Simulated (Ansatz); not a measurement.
Born–Oppenheimer molecular dynamics of BClFH4NS (9 atoms, charge 0, multiplicity 1). It starts at the highest image of a converged band. Of that band: Neighbouring images differ by up to 2.2 eV, so the band resolves the path poorly. A vibrational analysis at the climbing image gives one clearly imaginary mode, 433i cm⁻¹: a first-order saddle point.

Level of theory: RHF/6-31G* in Ansatz 0.2.0.

```json
{
  "ensemble": "NVE (velocity Verlet)",
  "time step": "0.5 fs",
  "steps asked": "200",
  "starting velocities drawn for": "100 K",
  "seed": "4911"
}
```

Frames 0.5 fs apart, positions in Å, forces in eV/Å.

Velocities at 15 fs (Å/ps):

```
B -1.60 0.49 -2.26
Cl 0.69 -0.68 0.70
N 1.90 0.08 1.64
H -9.22 -6.17 8.83
H -0.62 2.78 -1.92
F -0.98 0.43 -0.77
S -0.61 0.81 -0.26
H 8.21 -1.99 -0.53
H 5.94 -10.93 -6.81
```

```xyz
9
Properties=species:S:1:pos:R:3:forces:R:3 time_fs=15 energy_less_start_eV=0.050 T=45
B 0.024 0.460 -0.152 -0.29 -0.09 0.08
Cl 0.377 -0.701 2.337 -0.12 0.22 0.21
N 1.222 0.204 -0.747 1.40 0.14 -0.53
H 1.351 -0.641 -1.251 -0.34 -0.38 -0.23
H 2.114 0.535 -0.450 -0.27 0.23 0.24
F -1.096 -0.112 -0.483 -0.34 0.04 0.05
S -0.228 2.060 0.915 -0.83 -0.23 0.23
H 1.006 2.463 1.028 0.71 0.20 0.01
H -0.175 1.171 2.014 0.07 -0.14 -0.06
9
Properties=species:S:1:pos:R:3:forces:R:3 time_fs=15.5 energy_less_start_eV=0.042 T=53
B 0.023 0.460 -0.153 -0.23 -0.04 0.07
Cl 0.377 -0.702 2.338 -0.12 0.22 0.21
N 1.223 0.204 -0.746 1.23 0.09 -0.55
H 1.346 -0.644 -1.247 -0.29 -0.35 -0.21
H 2.113 0.537 -0.451 -0.20 0.23 0.25
F -1.097 -0.112 -0.483 -0.35 0.03 0.04
S -0.228 2.060 0.915 -0.67 -0.19 0.23
H 1.011 2.462 1.028 0.56 0.16 0.00
H -0.172 1.165 2.010 0.07 -0.15 -0.05
9
Properties=species:S:1:pos:R:3:forces:R:3 time_fs=16 energy_less_start_eV=0.034 T=63
B 0.022 0.460 -0.154 -0.16 0.00 0.06
Cl 0.377 -0.702 2.338 -0.12 0.23 0.21
N 1.224 0.204 -0.746 1.04 0.00 -0.58
H 1.340 -0.649 -1.243 -0.24 -0.27 -0.17
H 2.112 0.539 -0.451 -0.12 0.23 0.25
F -1.097 -0.112 -0.484 -0.35 0.01 0.04
S -0.228 2.061 0.914 -0.47 -0.15 0.24
H 1.018 2.462 1.028 0.37 0.10 -0.02
H -0.169 1.159 2.007 0.07 -0.16 -0.03
9
Properties=species:S:1:pos:R:3:forces:R:3 time_fs=16.5 energy_less_start_eV=0.027 T=71
B 0.021 0.461 -0.155 -0.08 0.05 0.04
Cl 0.378 -0.702 2.338 -0.13 0.24 0.22
N 1.225 0.204 -0.745 0.82 -0.11 -0.62
H 1.334 -0.654 -1.240 -0.18 -0.16 -0.11
H 2.111 0.542 -0.450 -0.03 0.21 0.25
F -1.098 -0.111 -0.484 -0.36 0.00 0.03
S -0.229 2.061 0.914 -0.25 -0.09 0.25
H 1.025 2.461 1.028 0.15 0.04 -0.04
H -0.166 1.153 2.003 0.07 -0.17 -0.01
9
Properties=species:S:1:pos:R:3:forces:R:3 time_fs=17 energy_less_start_eV=0.022 T=76
B 0.020 0.461 -0.156 0.00 0.10 0.02
Cl 0.378 -0.703 2.339 -0.13 0.24 0.22
N 1.227 0.204 -0.745 0.59 -0.23 -0.66
H 1.327 -0.659 -1.237 -0.12 -0.03 -0.05
H 2.110 0.545 -0.449 0.05 0.19 0.25
F -1.099 -0.111 -0.484 -0.36 -0.02 0.02
S -0.229 2.061 0.914 -0.03 -0.04 0.26
H 1.032 2.461 1.027 -0.07 -0.03 -0.06
H -0.162 1.146 2.000 0.07 -0.18 0.00
9
Properties=species:S:1:pos:R:3:forces:R:3 time_fs=17.5 energy_less_start_eV=0.019 T=79
B 0.019 0.461 -0.157 0.09 0.14 0.00
Cl 0.378 -0.703 2.339 -0.14 0.25 0.22
N 1.229 0.204 -0.744 0.37 -0.35 -0.69
H 1.320 -0.664 -1.234 -0.05 0.10 0.02
H 2.108 0.549 -0.448 0.11 0.16 0.23
F -1.099 -0.111 -0.485 -0.36 -0.03 0.01
S -0.230 2.062 0.914 0.18 0.01 0.27
H 1.040 2.461 1.027 -0.28 -0.09 -0.08
H -0.159 1.139 1.996 0.07 -0.19 0.02
9
Properties=species:S:1:pos:R:3:forces:R:3 time_fs=18 energy_less_start_eV=0.019 T=79
B 0.018 0.461 -0.158 0.17 0.18 -0.03
Cl 0.379 -0.703 2.340 -0.14 0.27 0.22
N 1.230 0.204 -0.744 0.17 -0.43 -0.70
H 1.313 -0.670 -1.231 0.03 0.22 0.08
H 2.107 0.553 -0.445 0.15 0.11 0.20
F -1.100 -0.111 -0.485 -0.36 -0.05 0.01
S -0.230 2.062 0.914 0.36 0.04 0.27
H 1.046 2.461 1.026 -0.46 -0.14 -0.09
H -0.155 1.131 1.992 0.07 -0.20 0.03
9
Properties=species:S:1:pos:R:3:forces:R:3 time_fs=18.5 energy_less_start_eV=0.021 T=77
B 0.017 0.462 -0.160 0.25 0.23 -0.07
Cl 0.379 -0.703 2.340 -0.15 0.28 0.22
N 1.232 0.204 -0.744 -0.01 -0.48 -0.68
H 1.306 -0.674 -1.228 0.12 0.31 0.13
H 2.106 0.558 -0.443 0.17 0.05 0.17
F -1.101 -0.111 -0.485 -0.36 -0.06 0.00
S -0.231 2.062 0.914 0.51 0.06 0.28
H 1.052 2.460 1.025 -0.60 -0.18 -0.10
H -0.151 1.123 1.989 0.07 -0.21 0.05
9
Properties=species:S:1:pos:R:3:forces:R:3 time_fs=19 energy_less_start_eV=0.023 T=75
B 0.017 0.462 -0.161 0.33 0.27 -0.10
Cl 0.379 -0.704 2.341 -0.15 0.29 0.22
N 1.234 0.204 -0.744 -0.17 -0.47 -0.62
H 1.299 -0.678 -1.225 0.20 0.36 0.15
H 2.106 0.562 -0.439 0.15 -0.02 0.12
F -1.102 -0.110 -0.486 -0.35 -0.07 0.00
S -0.231 2.063 0.914 0.61 0.07 0.28
H 1.056 2.459 1.024 -0.70 -0.20 -0.11
H -0.147 1.115 1.985 0.08 -0.23 0.06
9
Properties=species:S:1:pos:R:3:forces:R:3 time_fs=19.5 energy_less_start_eV=0.024 T=74
B 0.016 0.463 -0.162 0.39 0.31 -0.13
Cl 0.379 -0.704 2.341 -0.16 0.31 0.23
N 1.236 0.203 -0.744 -0.29 -0.42 -0.54
H 1.293 -0.682 -1.221 0.28 0.38 0.15
H 2.106 0.567 -0.436 0.11 -0.10 0.07
F -1.103 -0.110 -0.486 -0.33 -0.07 0.00
S -0.231 2.063 0.914 0.67 0.05 0.27
H 1.059 2.458 1.022 -0.75 -0.21 -0.11
H -0.142 1.105 1.982 0.08 -0.24 0.07
9
Properties=species:S:1:pos:R:3:forces:R:3 time_fs=20 energy_less_start_eV=0.024 T=74
B 0.015 0.463 -0.163 0.44 0.34 -0.17
Cl 0.380 -0.704 2.341 -0.16 0.33 0.23
N 1.238 0.203 -0.744 -0.40 -0.33 -0.44
H 1.288 -0.684 -1.217 0.36 0.35 0.13
H 2.106 0.571 -0.432 0.05 -0.18 0.01
F -1.103 -0.110 -0.486 -0.31 -0.08 0.00
S -0.232 2.064 0.914 0.68 0.02 0.26
H 1.059 2.456 1.020 -0.76 -0.20 -0.11
H -0.138 1.096 1.979 0.08 -0.26 0.08
9
Properties=species:S:1:pos:R:3:forces:R:3 time_fs=20.5 energy_less_start_eV=0.022 T=76
B 0.015 0.464 -0.164 0.48 0.38 -0.20
Cl 0.380 -0.704 2.342 -0.17 0.35 0.23
N 1.239 0.203 -0.744 -0.48 -0.20 -0.32
H 1.283 -0.685 -1.212 0.44 0.28 0.09
H 2.107 0.575 -0.429 -0.01 -0.25 -0.04
F -1.104 -0.110 -0.487 -0.28 -0.08 0.00
S -0.232 2.064 0.914 0.65 -0.02 0.25
H 1.058 2.453 1.018 -0.71 -0.18 -0.10
H -0.133 1.085 1.976 0.09 -0.28 0.09
```

Of the whole run (100 fs, mean temperature of the second half 1213 K): The conserved energy stayed within 2.5 meV per atom of its start (net change 0.037 meV per atom), so there is no drift, though single steps change it by up to 23 meV in the whole system, a sign of fast motions only just resolved. The kinetic energy rose, since the run started high on the potential surface and went downhill. It ends in pieces (BFH3NS + ClH), so much of that is their flight and rotation, not heat. A run of 0.1 ps of so small a system gives no equilibrium averages. The orbitals stay closed-shell, which can raise the energy where a bond breaks towards radicals; this wasn't checked here.

Run time: 5.9 min on 1 thread of Arm Neoverse V2 (shared host), peak memory 0.17 GiB.
